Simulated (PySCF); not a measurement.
This PySCF input asks for the NMR shieldings of SMILES C=C(C)[Si@H](CSC)[SiH2]F, C$_{5}$H$_{13}$FSSi$_{2}$; the geometry comes from GFN2-xTB.

```python
import basis_set_exchange as bse
import numpy as np
from pyscf import gto, dft
from pyscf.prop import nmr

atoms = """
C    -2.335921   -1.268895    0.798745
C    -1.857598   -0.311755    0.015400
C    -2.768200    0.579330   -0.773260
Si   -0.015823    0.083542   -0.178155
C     0.996052   -1.229968    0.774825
S     2.763403   -0.816417    0.921652
C     3.249606   -0.782662   -0.825878
Si    0.450412    2.219526    0.593167
F     0.489855    3.170178   -0.715933
H    -3.395249   -1.452330    0.903686
H    -1.691646   -1.916181    1.369403
H    -3.814832    0.354905   -0.578107
H    -2.576846    0.457433   -1.838895
H    -2.580363    1.625031   -0.528259
H     0.279695   -0.120145   -1.615901
H     0.660765   -1.306760    1.807165
H     0.928331   -2.221377    0.329420
H     2.850576    0.104826   -1.308983
H     4.334892   -0.759151   -0.846570
H     2.889474   -1.684532   -1.313409
H    -0.611804    2.828723    1.392309
H     1.744811    2.466066    1.215944
"""
names = dict.fromkeys(["C", "Si", "S", "F", "H"], "pcSseg-1")
basis = {el: gto.basis.parse(bse.get_basis(n, elements=[el], fmt="nwchem")) for el, n in names.items()}
mol = gto.M(atom=atoms, basis=basis, charge=0, verbose=0)
mf = dft.RKS(mol, xc="PBE0")
mf.grids.level = 2
mf.grids.alignment = dft.numint.BLKSIZE   # the property module wants whole blocks of grid points
mf.conv_tol = 1e-9
mf.kernel()

calc = nmr.RKS(mf)   # GIAO
C = mf.mo_coeff
Co = C[:, mf.mo_occ > 0]
resp = mf.gen_response(singlet=True, hermi=2)
def vind(x):   # induced exchange potential for any number of trial vectors
    d = np.einsum("pi,xij,qj->xpq", C, 2 * x.reshape(-1, C.shape[1], Co.shape[1]), Co, optimize=True)
    return np.einsum("xpq,pi,qj->xij", resp(d - d.transpose(0, 2, 1)), C, Co, optimize=True).ravel()
mo1, _ = nmr.rhf.solve_mo1(calc, with_cphf=vind)
sigma = calc.kernel(mo1)
for i, s in enumerate(sigma):   # ppm
    w = np.linalg.eigvalsh((s + s.T) / 2)
    print("%2d %-2s iso %8.1f  s11 %8.1f  s22 %8.1f  s33 %8.1f" % (i, mol.atom_pure_symbol(i), w.mean(), *w))
```

Q: Give the expected output.

A: 
```
 0 C  iso     54.0  s11    -57.7  s22     71.2  s33    148.7
 1 C  iso     36.0  s11    -75.0  s22      9.2  s33    173.9
 2 C  iso    158.3  s11    143.5  s22    145.3  s33    186.2
 3 Si iso    397.6  s11    350.5  s22    412.7  s33    429.5
 4 C  iso    170.4  s11    154.3  s22    164.5  s33    192.3
 5 S  iso    577.8  s11    435.8  s22    539.7  s33    757.9
 6 C  iso    165.1  s11    148.3  s22    164.9  s33    182.0
 7 Si iso    338.5  s11    259.0  s22    313.8  s33    442.7
 8 F  iso    437.1  s11    381.2  s22    457.7  s33    472.6
 9 H  iso     25.7  s11     22.9  s22     24.9  s33     29.3
10 H  iso     26.4  s11     23.6  s22     24.2  s33     31.3
11 H  iso     29.6  s11     25.8  s22     27.8  s33     35.2
12 H  iso     29.6  s11     25.6  s22     28.4  s33     34.6
13 H  iso     29.5  s11     24.9  s22     29.7  s33     33.8
14 H  iso     26.9  s11     22.9  s22     27.9  s33     29.9
15 H  iso     30.2  s11     24.2  s22     29.2  s33     37.2
16 H  iso     29.6  s11     23.1  s22     29.7  s33     36.0
17 H  iso     29.1  s11     23.3  s22     28.9  s33     35.1
18 H  iso     29.7  s11     24.6  s22     26.3  s33     38.1
19 H  iso     29.8  s11     25.6  s22     27.4  s33     36.6
20 H  iso     26.1  s11     23.3  s22     25.2  s33     29.9
21 H  iso     25.7  s11     21.9  s22     25.9  s33     29.2
```

These numbers come from an equivalent density-fitted implementation of the same equations, which agrees with the script to about 0.01 ppm for H and up to a few tenths of a ppm for heavy atoms, so last digits may differ.

Size and cost of the density-fitted run: 239 basis functions, 100 s wall time on 1 thread of an Arm Neoverse N1, shared host; peak memory 1 GiB.
